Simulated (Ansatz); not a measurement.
PBE exchange is replaced step by step with exact exchange (0 % is PBE, 25 % PBE0; no dispersion term), basis def2-SVPD, Ansatz. System: [V(H2S)Cl5]2- (VH2SCl5²⁻). Total charge -2; triplet. Geometry: PBE-D4/def2-SVPD.

Geometry of the triplet:

```xyz
9

V     0.744   -0.210    0.187
S    -1.834   -0.383   -0.849
H    -2.242   -0.073    0.421
H    -1.294    0.917   -1.006
Cl    2.879    0.281    0.988
Cl    1.266   -0.664   -2.084
Cl   -0.517    0.430    2.156
Cl    0.731   -2.499    0.809
Cl    0.267    2.202   -0.621
```

A multiply charged anion in the gas phase is held together partly by the finite basis. At PBE-D4/def2-SVPD, PBE with 10 % exact exchange/def2-SVPD, PBE with 15 % exact exchange/def2-SVPD, PBE0-D4/def2-SVPD the highest occupied level of the charge -2 triplet lies above zero (up to 2.72 eV). Energy differences disagree on whether the electron is bound (positive means bound): 0.10 eV (vertical, to the charge -1 doublet, at r2SCAN-D4/def2-TZVPD), but -0.37 eV at PBE-D4/def2-TZVPD.

HOMO and LUMO are taken over both spins.

| exact exchange (%) | HOMO (eV) | LUMO (eV) | gap (eV) | ⟨S²⟩ |
| --- | --- | --- | --- | --- |
| 0 | 2.72 | 3.07 | 0.36 | 2.023 |
| 10 | 1.69 | 3.44 | 1.76 | 2.022 |
| 15 | 1.18 | 3.64 | 2.46 | 2.022 |
| 25 | 0.25 | 4.07 | 3.82 | 2.020 |
| 40 | -0.80 | 4.78 | 5.58 | 2.018 |
